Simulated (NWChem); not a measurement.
# C2H4F2OSi; SMILES C=C(F)[Si@@H](O)F

```xyz
10

C     -1.2359    -1.6569    -0.3577
C     -0.1178    -1.0584     0.0507
F      1.0091    -1.8026     0.2568
Si     0.1143     0.7684     0.4012
O      1.3078     1.4297    -0.5224
F     -1.3252     1.4226     0.0754
H     -1.2804    -2.7282    -0.5342
H     -2.1323    -1.0681    -0.5173
H      0.4832     1.0574     1.7976
H      1.3233     1.2017    -1.4628
```
Atoms are numbered in this order, from 1.

Results from NWChem. Pople sets run with spherical d functions. The geometry was optimised at B3LYP/6-31G* (spherical d). Isolated, static molecule.

GIAO at B3LYP/6-311G**: principal shieldings of C1 are -51.3, 98.8, 159.7 ppm; an isolated tetramethylsilane molecule has σ = 183.8 ppm at the same levels.

Q: Find the isotropic 13C shift, its principal values, the span and the skew.

A: 
1. σ(iso) = one third of the sum = 69.1 ppm.
2. δ = σ(reference) − σ = 114.7 ppm against tetramethylsilane.
3. δ11, δ22, δ33 = 235.1, 85.0, 24.1 ppm.
4. Span Ω = δ11 − δ33 = 211.0 ppm; skew κ = 3(δ22 − δ(iso))/Ω = -0.42.
